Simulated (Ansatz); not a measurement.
Frontier orbitals of CH4GeS, SMILES `[CH2]1[S][GeH2]1`.

The species carries charge 0 and has multiplicity 1. Correlated methods include outer-core shells of Ge, which these sets cover unevenly. Scalar relativity is left out up to krypton. The geometry is a stationary point of PBE0-D4/def2-TZVP. Basis def2-TZVPP, the Gaussian-basis code of Ansatz.

Orbital energies of one run (eV). Highest occupied ones, from the top: -6.37, -7.11, -8.81, -9.75, -10.83, -12.14, -14.62, -16.58, -21.56, -33.60, -33.63, -33.68, -33.71, -33.72. Empty: -0.84, -0.13, 0.41, 1.17, 1.59, 2.63.

(1) Which functional gave them?
A. CAM-B3LYP
B. HSE06 (plane-wave form)
C. r2SCAN0
D. LC-ωPBE

Answers

(1) B. HOMO energies: HSE06 -6.37, LC-ωPBE -9.47, CAM-B3LYP -8.06, r2SCAN0 -6.93 eV.

LC-ωPBE has ω = 0.4 bohr⁻¹.
